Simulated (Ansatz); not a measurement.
Frontier orbitals of `F/C=N\C[SeH]`.

```xyz
9

F    -1.6327    0.8809    0.1656
C    -0.8213    0.4518    1.1503
N     0.1429   -0.3134    0.9870
C     0.4499   -0.8212   -0.3199
Se    1.7108    0.3209   -1.2966
H    -1.1122    0.8697    2.1087
H     0.9808   -1.7663   -0.2172
H    -0.4257   -0.9649   -0.9538
H     0.7076    1.3425   -1.6241
```

The species carries charge 0 and has multiplicity 1. Correlated methods include outer-core shells of Se, which these sets cover unevenly. Scalar relativity is left out up to krypton. The structure was optimised at the PBE0-D4/def2-TZVP level. It is one conformer, not always the lowest. Basis def2-TZVPP, the Gaussian-basis code of Ansatz.

| functional | HOMO (eV) | LUMO (eV) | gap (eV) |
| --- | --- | --- | --- |
| PBE | -5.62 | -1.78 | 3.84 |
| B97M-V | -5.95 | -1.47 | 4.48 |
| PBE0 | -6.78 | -0.76 | 6.02 |
| B3LYP | -6.56 | -1.02 | 5.54 |
| r2SCAN0 | -6.95 | -0.66 | 6.29 |
| ωB97M-V | -8.99 | 1.37 | 10.36 |
| HF | -9.38 | 3.03 | 12.41 |

A quarter of exact exchange (PBE0) shifts PBE's HOMO by −1.17 eV and its LUMO by +1.02 eV; full exchange at long range (ωB97M-V) shifts them by −3.38 and +3.16 eV. The gap opens from 3.83 to 10.37 eV, since occupied levels lose self-interaction and empty ones feel all the electrons. A positive LUMO is unbound and depends on the basis.

B3LYP here is the variant with VWN-RPA as its local correlation; programs differ in this.
